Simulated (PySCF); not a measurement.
Energy of a gas-phase reaction

Reaction: WH(=O)2OH + fluorine → WF(=O)2OH + hydrogen fluoride. Separate species in the gas phase, each in one low structure relaxed by PBE0-D3(BJ)/def2-SVP, with no frequency check at that level.

```tsv
species	role	SMILES	charge	multiplicity
WH(=O)2OH	reactant	[O]=[WH](=[O])[OH]	0	1
fluorine	reactant	FF	0	1
WF(=O)2OH	product	[O]=[W](=[O])([OH])[F]	0	1
hydrogen fluoride	product	F	0	1
```

**Question.** Is the reaction downhill in energy? Give ΔE by level.

**Answer.** PBE0-D3(BJ)/def2-TZVPD -157.3, B97-D3(BJ)/def2-TZVPD -153.8 kcal/mol (PySCF), so it is downhill. These are electronic energies, without barriers or thermal terms.

Atoms past Kr carry effective core potentials.
